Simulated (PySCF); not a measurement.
**Bond length, frequency and bond energy of GeH⁺ by level of theory**

State: ¹Σ⁺ (singlet), closed shell. Set-up: PySCF, no relativity, basis sets Ge pcseg-2, H pcseg-2. De refers to Ge⁺ + H in their high-spin ground configurations, without counterpoise correction. A positive dipole points towards H; it is taken about the centre of mass and depends on that origin.

| Level | Re (Å) | ωe (cm⁻¹) | De (eV) | μ (D) | CPU s a point (SCF and correlation, without the integrals) |
| --- | --- | --- | --- | --- | --- |
| RHF | 1.570 | 2132 | 2.15 | 0.60 | 0.076 |
| RHF-MP2 | 1.566 | 2131 | 2.97 | n/a | 0.12 |
| RHF-SCS-MP2 | 1.568 | 2119 | 3.07 | n/a | n/a |
| RHF-CCSD | 1.574 | 2074 | 3.11 | n/a | n/a |
| RHF-CCSD(T) | 1.575 | 2064 | 3.14 | n/a | 1 |
| PBE | 1.605 | 1924 | 3.04 | 0.39 | 0.33 |
| PW91 | 1.603 | 1930 | 3.06 | 0.39 | 0.27 |
| BLYP | 1.607 | 1910 | 3.08 | 0.31 | 0.25 |
| r²SCAN | 1.584 | 2008 | 3.06 | 0.50 | 0.48 |
| PBE0 | 1.588 | 2006 | 3.00 | 0.48 | 0.89 |
| B2PLYP | 1.580 | 2044 | 3.06 | 0.46 | 0.4 |

Q: Which functional lies closest to RHF-CCSD(T) in De, which farthest, and by how much do they differ from it?

A: Closest is BLYP (+3.2 pm in Re, -7.5 % in ωe, -0.06 eV in De against RHF-CCSD(T) in the same basis), farthest PBE0 (+1.3 pm in Re, -2.8 % in ωe, -0.14 eV in De). CCSD(T) converges more slowly with the basis than the functionals do and binds too weakly in this one, so the order can change at the basis-set limit.

Q: What does the step from GGA to meta-GGA do here, going from PBE to r²SCAN?

A: r²SCAN less PBE: -2.1 pm in Re, +4.4 % in ωe, +0.02 eV in De. 

Q: What does second-order correlation do here, going from RHF to RHF-MP2?

A: RHF-MP2 less RHF: -0.4 pm in Re, -0.0 % in ωe, +0.82 eV in De. Correlation nearly always deepens the well. The bond shortens, as in weak, metallic or heavy-atom bonds, where dispersion and the correlation of outer-core electrons pull the atoms together.

Correlated steps freeze 9 core orbitals. For an ion De counts to the pair picked by the measured ionisation energies or electron affinities, which need not be the lowest pair at this level. Where the molecule has an RHF reference, its open-shell atoms are computed with UHF. B2PLYP dipoles, levels and charges come from its SCF part alone.

The whole job (state search and all levels along the bond) took about 1 min on 1 thread of AMD EPYC 7B13 (shared host), peak memory 0.68 GiB.
